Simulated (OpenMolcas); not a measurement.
**Ne4+: effect of the active space**

| Property | Result |
| --- | --- |
| Program | OpenMolcas |
| Method | XMS-CASPT2 or its RAS form, IPEA 0.25 Eh, imaginary shift 0.1 Eh |
| Basis | ANO-RCC-VTZP |
| Scalar Hamiltonian | DKH2, point nucleus |
| Spin-orbit coupling | RASSI with atomic mean-field integrals over the reference wave functions, term energies averaged over their components |

A. 2 electrons in 3 orbitals (2p); 2S+1 = 3 even, 3 roots; 2S+1 = 1 even, 6 roots; closed shells correlated: 1s 2s; CASPT2 step of the order of 0.8 core-seconds
B. 4 electrons in 4 orbitals (2s 2p); 2S+1 = 3 even, 3 roots; 2S+1 = 1 even, 6 roots; 2S+1 = 5 odd, 1 root; 2S+1 = 3 odd, 9 roots; 2S+1 = 1 odd, 8 roots; closed shells correlated: 1s; CASPT2 step of the order of 2.1 core-seconds
C. 4 electrons in 8 orbitals (2s 2p 3s 3p); 2S+1 = 3 even, 3 roots; 2S+1 = 1 even, 6 roots; 2S+1 = 5 odd, 1 root; 2S+1 = 3 odd, 9 roots; 2S+1 = 1 odd, 8 roots; closed shells correlated: 1s; CASPT2 step roughly 6 core-seconds
D. 4 electrons in 9 orbitals (RAS2 2s 2p; RAS3 3d, at most 2 electrons); 2S+1 = 3 even, 3 roots; 2S+1 = 1 even, 6 roots; 2S+1 = 5 odd, 1 root; 2S+1 = 3 odd, 9 roots; 2S+1 = 1 odd, 8 roots; closed shells correlated: 1s; CASPT2 step of the order of 11 core-seconds

Energies in cm-1 above 2s2 2p2 3P0, the measured ground level; measured values from NIST levels in Podobedova, Fuhr, Reader and Wiese, J. Phys. Chem. Ref. Data 33, 525 (2004).

| Level | A | B | C | D | Measured |
| --- | --- | --- | --- | --- | --- |
| 2s2 2p2 3P0 | 0.0 | 0.0 | 0.0 | 0.0 | 0.0 |
| 2s2 2p2 3P1 | 412 | 400 | 400 | 399 | 412 |
| 2s2 2p2 3P2 | 1190 | 1152 | 1155 | 1150 | 1110 |
| 2s2 2p2 1D2 | 30940 | 30680 | 30850 | 30870 | 30292 |
| 2s2 2p2 1S0 | 70380 | 64200 | 64360 | 64880 | 63914 |

Deviations, from unrounded energies. A percentage is the sum of absolute deviations over the sum of measured energies, with the sign that they share, or ± where signs differ.

```tsv
Against measurement	Levels	A	B	C	D
mean absolute deviation (cm-1)	4	1800	180	270	400
fine structure of the ground term (%)	2	±5.3	±3.6	±3.8	±3.5
other terms of the ground configuration (%)	2	+7.6	+0.7	+1.1	+1.6
```

B lies closest to measurement on these levels and A furthest from it. The largest miss of B in the table is 2s2 2p2 1D2, by +390 cm-1. The ranking rests on the paired levels alone, and a cruder setting can come out closer through cancelling errors.

The two smallest mean deviations differ by little beside CASPT2's spread within terms, so their order carries little weight.

Among A to D the level of the table that moves most is 2s2 2p2 1S0, by 6200 cm-1 (lowest in B, highest in A). Moves below CASPT2's spread within the term are not significant.

CASPT2 does not keep the components of a term degenerate, so their means are used; among the terms shown or strongly mixed into the levels shown the widest spread is 360 cm-1 (2s2 2p2 1D, A). With the s shell closed, the reference lacks s² → p² mixing (holds for A). Active for correlation alone: 3p 3s; no level in the range computed is led by a configuration that fills them, so any true level of that kind is missing (holds for C). Active for correlation alone: 3d; no level in the range computed is led by a configuration that fills it, so any true level of that kind is missing (holds for D). Measured partners are found by configuration, term and J. A level has none where our copy of the source lacks it or the pairing is in doubt (some pairs that miss far off the trend of their configuration count as doubtful), and it then counts in no deviation. Only configurations of the active space appear. The table leaves out levels that lie high or whose names do not pair safely across all columns.
